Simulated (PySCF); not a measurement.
Isomers of [C5H11P2]+.

All values: PBE0/pcSseg-1 (PySCF) at GFN2-xTB geometries, gas phase, one conformer each.

**Question.** Rank by the highest IAO charge on any atom, lowest value first.
A. `[CH:1]#[C:2][P@@H+:3]([CH3:4])[CH2:5][PH:6][CH3:7]` (charge +1) with C2–P3–C5–P6 171°, P3–C5–P6–C7 177°
B. `[CH3:1][C:2]1=[CH:3][CH2:4][P@@H+:5]([PH2:6])[CH2:7]1` (charge +1) with C4–P5–P6–H -175° and -81°, C2–C3–C4–P5 -13°, C3–C4–P5–P6 -98°, C4–P5–C7–C2 -17°, C1–C2–C7–P5 -168°
C. `[CH2:1]=[CH:2][PH+:3]([CH:4]=[CH2:5])[CH2:6][PH2:7]` (charge +1) with C1–C2–P3–C4 119°, C2–P3–C4–C5 -13°, C2–P3–C6–P7 -60°, P3–C6–P7–H 95° and -172°
D. `[CH:1]#[C:2][CH2:3][P@H+:4]([PH2:5])[CH2:6][CH3:7]` (charge +1) with C2–C3–P4–P5 -65°, C3–P4–P5–H 149° and 56°, C3–P4–C6–C7 177°

**Answer.** B (+0.808 e), D (+0.833 e), C (+1.077 e), A (+1.130 e).

**Question.** Rank by the lowest Hirshfeld charge on any atom, highest value first.
A. `[CH2:1]=[CH:2][PH+:3]([CH:4]=[CH2:5])[CH2:6][PH2:7]` (charge +1) with C1–C2–P3–C4 119°, C2–P3–C4–C5 -13°, C2–P3–C6–P7 -60°, P3–C6–P7–H 95° and -172°
B. `[CH3:1][C:2]1=[CH:3][CH2:4][P@@H+:5]([PH2:6])[CH2:7]1` (charge +1) with C4–P5–P6–H -175° and -81°, C2–C3–C4–P5 -13°, C3–C4–P5–P6 -98°, C4–P5–C7–C2 -17°, C1–C2–C7–P5 -168°
C. `[CH:1]#[C:2][P@@H+:3]([CH3:4])[CH2:5][PH:6][CH3:7]` (charge +1) with C2–P3–C5–P6 171°, P3–C5–P6–C7 177°

**Answer.** B (-0.101 e), A (-0.129 e), C (-0.141 e).

All values together:

```csv
SMILES,HOMO (eV),LUMO (eV),lowest IAO charge (e),highest IAO charge (e),lowest Hirshfeld charge (e),highest Hirshfeld charge (e)
C=C[PH+](C=C)CP,-11.61,-5.57,-0.647 (C),+1.077 (P),-0.129 (C),+0.448 (P)
CC1=CC[P@@H+](P)C1,-11.40,-5.38,-0.463 (C),+0.808 (P),-0.101 (C),+0.403 (P)
C#CC[P@H+](P)CC,-12.12,-5.23,-0.456 (C),+0.833 (P),-0.099 (C),+0.407 (P)
C#C[P@@H+](C)CPC,-11.29,-5.15,-0.651 (C),+1.130 (P),-0.141 (C),+0.485 (P)
```

Conformers: `[CH2:1]=[CH:2][PH+:3]([CH:4]=[CH2:5])[CH2:6][PH2:7]` (charge +1) with C1–C2–P3–C4 119°, C2–P3–C4–C5 -13°, C2–P3–C6–P7 -60°, P3–C6–P7–H 95° and -172°; `[CH3:1][C:2]1=[CH:3][CH2:4][P@@H+:5]([PH2:6])[CH2:7]1` (charge +1) with C4–P5–P6–H -175° and -81°, C2–C3–C4–P5 -13°, C3–C4–P5–P6 -98°, C4–P5–C7–C2 -17°, C1–C2–C7–P5 -168°; `[CH:1]#[C:2][CH2:3][P@H+:4]([PH2:5])[CH2:6][CH3:7]` (charge +1) with C2–C3–P4–P5 -65°, C3–P4–P5–H 149° and 56°, C3–P4–C6–C7 177°; `[CH:1]#[C:2][P@@H+:3]([CH3:4])[CH2:5][PH:6][CH3:7]` (charge +1) with C2–P3–C5–P6 171°, P3–C5–P6–C7 177°.
